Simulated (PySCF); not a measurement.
PySCF job for Si(CCH)(H)3 (C2H4Si), SMILES [SiH3]C#C, TDDFT-B3LYP/def2-SVPD. Coordinates come from a TPSSh-D3(BJ)/def2-TZVP optimisation.

```python
import numpy as np
from pyscf import gto, scf, dft, tdscf

mol = gto.M(
    atom='''
    Si   -0.00000000   -0.00000000   -1.05947226
    C     0.00000000    0.00000000    0.76549080
    C     0.00000000    0.00000000    1.97442883
    H     1.20871544    0.69785219   -1.54887760
    H    -0.00000001   -1.39570437   -1.54887760
    H    -1.20871544    0.69785220   -1.54887760
    H    -0.00000000   -0.00000001    3.03972673
    ''',
    basis='def2-SVPD',
    charge=0,
    spin=0,
    symmetry=True,
    max_memory=1600,
    verbose=4,
)
mf = dft.RKS(mol, xc='b3lyp').density_fit(auxbasis='def2-universal-jkfit')
mf.grids.level = 3
mf.conv_tol = 1e-9
mf.max_cycle = 100
mf.kernel()
mf.grids = dft.Grids(mol).set(level=1).build(with_non0tab=True)  # coarser grid for the response kernel
td = tdscf.TDDFT(mf)
td.singlet = True
td.nstates = 10
td.conv_tol = 1e-4
td.kernel(x0=td.get_init_guess(mf, 15))
td.analyze()
tt = tdscf.TDA(mf)
tt.singlet = False
tt.nstates = 4
tt.conv_tol = 1e-4
tt.kernel(x0=tt.get_init_guess(mf, 9))
tt.analyze(verbose=3)
```

Output:

```
PySCF version 2.14.0

[INPUT] verbose = 4
[INPUT] num. atoms = 7
[INPUT] num. electrons = 30
[INPUT] charge = 0
[INPUT] spin (= nelec alpha-beta = 2S) = 0
[INPUT] symmetry True subgroup None
[INPUT] Mole.unit = angstrom
[INPUT] Symbol           X                Y                Z      unit          X                Y                Z       unit  Magmom
[INPUT]  1 Si     0.000000000000   0.000000000000  -1.059472260000 AA    0.000000000000   0.000000000000  -2.002112407974 Bohr   0.0
[INPUT]  2 C      0.000000000000   0.000000000000   0.765490800000 AA    0.000000000000   0.000000000000   1.446567962874 Bohr   0.0
[INPUT]  3 C      0.000000000000   0.000000000000   1.974428830000 AA    0.000000000000   0.000000000000   3.731129741145 Bohr   0.0
[INPUT]  4 H      1.208715440000   0.697852190000  -1.548877600000 AA    2.284141144133   1.318749514528  -2.926954464474 Bohr   0.0
[INPUT]  5 H     -0.000000010000  -1.395704370000  -1.548877600000 AA   -0.000000018897  -2.637499010159  -2.926954464474 Bohr   0.0
[INPUT]  6 H     -1.208715440000   0.697852200000  -1.548877600000 AA   -2.284141144133   1.318749533425  -2.926954464474 Bohr   0.0
[INPUT]  7 H      0.000000000000  -0.000000010000   3.039726730000 AA    0.000000000000  -0.000000018897   5.744251013220 Bohr   0.0

nuclear repulsion = 83.0029959506049
point group symmetry = C3v, use subgroup Cs
symmetry origin: [-6.29908703e-10  6.29908705e-10  4.40936114e-09]
symmetry axis x: [ 8.66025405e-01 -4.99999998e-01 -7.85613819e-10]
symmetry axis y: [ 2.75916040e-10 -1.09332704e-09  1.00000000e+00]
symmetry axis z: [-4.99999998e-01 -8.66025405e-01 -8.08890973e-10]
num. orbitals of irrep A' = 65
num. orbitals of irrep A" = 31
number of shells = 42
number of NR pGTOs = 142
number of NR cGTOs = 96
basis = def2-SVPD
ecp = {}


[settings echo left out]
init E= -367.962411762815
HOMO (A') = -0.338055962593701  LUMO (A") = -0.0685306486764428  gap/eV = 7.33416
cycle= 1 E= -367.886280094271  delta_E= 0.0761  |g|= 0.328  |ddm|= 7.02
HOMO (A') = -0.234613593330101  LUMO (A") = 0.0153281282826003  gap/eV = 6.80126
cycle= 2 E= -367.875358713151  delta_E= 0.0109  |g|= 0.373  |ddm|=  1.8
HOMO (A') = -0.296480447331318  LUMO (A") = -0.0124065374173457  gap/eV = 7.73004
cycle= 3 E= -367.912302915088  delta_E= -0.0369  |g|= 0.119  |ddm|= 0.564
HOMO (A') = -0.299246847847181  LUMO (A") = -0.0128663152089792  gap/eV = 7.79281
cycle= 4 E= -367.915733814845  delta_E= -0.00343  |g|= 0.0338  |ddm|= 0.151
HOMO (A') = -0.295756374657283  LUMO (A") = -0.0105821201714571  gap/eV = 7.75999
cycle= 5 E= -367.916059794347  delta_E= -0.000326  |g|= 0.00334  |ddm|= 0.0459
HOMO (A') = -0.296388597984613  LUMO (A") = -0.0111138678248048  gap/eV = 7.76272
cycle= 6 E= -367.916063842747  delta_E= -4.05e-06  |g|= 0.000365  |ddm|= 0.0159
HOMO (A') = -0.296313763035291  LUMO (A") = -0.0110302782856735  gap/eV = 7.76296
cycle= 7 E= -367.916063893174  delta_E= -5.04e-08  |g|= 0.000102  |ddm|= 0.00111
HOMO (A') = -0.296311763615629  LUMO (A") = -0.0110300090846009  gap/eV = 7.76291
cycle= 8 E= -367.916063896605  delta_E= -3.43e-09  |g|= 1.13e-05  |ddm|= 0.000222
HOMO (A') = -0.296310938781927  LUMO (A") = -0.0110296474746829  gap/eV = 7.76290
cycle= 9 E= -367.916063896645  delta_E= -4.02e-11  |g|= 1.56e-06  |ddm|= 5.01e-05
HOMO (A') = -0.296311235418417  LUMO (A") = -0.0110298533290809  gap/eV = 7.76290
Extra cycle  E= -367.916063896644  delta_E= 1.36e-12  |g|= 3.32e-06  |ddm|= 7.01e-06
converged SCF energy = -367.916063896644
tot grids = 26664


******** <class 'pyscf.tdscf.rks.TDDFT'> for <class 'pyscf.df.df_jk.DFSymAdaptedRKS'> ********
nstates = 10 singlet
deg_eia_thresh = 1.000e-03
wfnsym = None
conv_tol = 0.0001
eigh lindep = 1e-12
eigh level_shift = 0
eigh max_cycle = 100


Excitation energies (eV)
[6.06943994 6.24923904 6.24925396 7.46155295 7.4615557  7.86589617
 7.86594815 8.21906818 8.35402677 8.35403677]

** Singlet excitation energies and oscillator strengths **
Excited State   1:  ???      6.06944 eV    204.28 nm  f=0.0000
      14 -> 17        0.49364
      15 -> 16       -0.49365
Excited State   2:  ???      6.24924 eV    198.40 nm  f=0.0014
      14 -> 16       -0.49410
      15 -> 17        0.49410
Excited State   3:  ???      6.24925 eV    198.40 nm  f=0.0014
      14 -> 17       -0.49411
      15 -> 16       -0.49410
Excited State   4:  ???      7.46155 eV    166.16 nm  f=0.0040
      14 -> 18       -0.68936
      14 -> 19        0.14571
Excited State   5:  ???      7.46156 eV    166.16 nm  f=0.0040
      15 -> 18        0.68936
      15 -> 19       -0.14569
Excited State   6:  ???      7.86590 eV    157.62 nm  f=0.0023
      15 -> 18        0.14242
      15 -> 19        0.68454
Excited State   7:  ???      7.86595 eV    157.62 nm  f=0.0023
      14 -> 18        0.14243
      14 -> 19        0.68453
Excited State   8:  ???      8.21907 eV    150.85 nm  f=0.5176
      14 -> 16        0.40324
      14 -> 21        0.27520
      15 -> 17        0.40324
      15 -> 22        0.27519
Excited State   9:  ???      8.35403 eV    148.41 nm  f=0.0295
      15 -> 20        0.70005
Excited State  10:  ???      8.35404 eV    148.41 nm  f=0.0295
      14 -> 20       -0.70005

** Transition electric dipole moments (AU) **
state          X           Y           Z        Dip. S.      Osc.
  1         0.0000      0.0000     -0.0000      0.0000      0.0000
  2         0.0837     -0.0483     -0.0000      0.0093      0.0014
  3         0.0483      0.0837      0.0000      0.0093      0.0014
  4         0.0737      0.1277     -0.0000      0.0217      0.0040
  5        -0.1277      0.0737     -0.0000      0.0217      0.0040
  6         0.0939     -0.0542      0.0000      0.0118      0.0023
  7         0.0542      0.0939      0.0000      0.0118      0.0023
  8         0.0000     -0.0000      1.6033      2.5705      0.5176
  9         0.3289     -0.1899     -0.0000      0.1442      0.0295
 10        -0.1899     -0.3289      0.0000      0.1442      0.0295

** Transition velocity dipole moments (imaginary part, AU) **
state          X           Y           Z        Dip. S.      Osc.
  1        -0.0000      0.0000      0.0000      0.0000      0.0000
  2         0.0202     -0.0117     -0.0000      0.0005      0.0016
  3         0.0117      0.0202      0.0000      0.0005      0.0016
  4         0.0277      0.0479     -0.0000      0.0031      0.0074
  5        -0.0479      0.0277     -0.0000      0.0031      0.0074
  6         0.0205     -0.0118      0.0000      0.0006      0.0013
  7         0.0118      0.0205     -0.0000      0.0006      0.0013
  8         0.0000     -0.0000      0.4874      0.2375      0.5243
  9         0.1140     -0.0658     -0.0000      0.0173      0.0376
 10        -0.0658     -0.1140     -0.0000      0.0173      0.0377

** Transition magnetic dipole moments (imaginary part, AU) **
state          X           Y           Z
  1         0.0000     -0.0000      0.2567
  2         0.0575      0.0996      0.0000
  3        -0.0996      0.0575      0.0000
  4         0.9122     -0.5266      0.0000
  5         0.5266      0.9122     -0.0000
  6        -0.1817     -0.3149     -0.0000
  7         0.3148     -0.1818     -0.0000
  8         0.0000     -0.0000     -0.0000
  9        -0.0721     -0.1250     -0.0000
 10        -0.1250      0.0721      0.0000


******** <class 'pyscf.tdscf.rks.TDA'> for <class 'pyscf.df.df_jk.DFSymAdaptedRKS'> ********
nstates = 4 triplet
deg_eia_thresh = 1.000e-03
wfnsym = None
conv_tol = 0.0001
eigh lindep = 1e-12
eigh level_shift = 0
eigh max_cycle = 100


Excitation energies (eV)
[4.98981418 5.42744854 5.42745753 6.07638542]

** Triplet excitation energies and oscillator strengths **
Excited State   1:  ???      4.98981 eV    248.47 nm  f=0.0000
Excited State   2:  ???      5.42745 eV    228.44 nm  f=0.0000
Excited State   3:  ???      5.42746 eV    228.44 nm  f=0.0000
Excited State   4:  ???      6.07639 eV    204.04 nm  f=0.0000
```

The run converged.
